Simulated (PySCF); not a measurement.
C8H12Sn, SMILES C=[CH][Sn]([CH]=C)([CH]=C)[CH]=C.

The structure is a stationary point at B3LYP-D3(BJ)/def2-SVP. The isomer is the one that the SMILES or the coordinates give; other isomers of the formula were not compared. The def2 effective core potentials stand for the cores of Sn; spin–orbit coupling is left out. One conformer was computed; it need not be the lowest.

These are HF/def2-SVP (PySCF) values and carry that method's errors.

Gas-phase values at a fixed geometry.

Computed frontier levels, gap, dipole moment and polarisability:
| Item | Result |
|---|---|
| highest occupied level | -9.93 eV |
| lowest empty level | 3.36 eV |
| orbital gap | 13.29 eV |
| dipole moment | 0.019 e·Å |
| quadrupole, principal values (traceless, Buckingham form, about the centre of nuclear charge) | -2.88, 1.05, 1.83 D·Å |
| mean static polarisability | 117.7 bohr³ (17.44 Å³) |
| polarisability, principal values | 101.4, 111.9, 139.8 bohr³ |
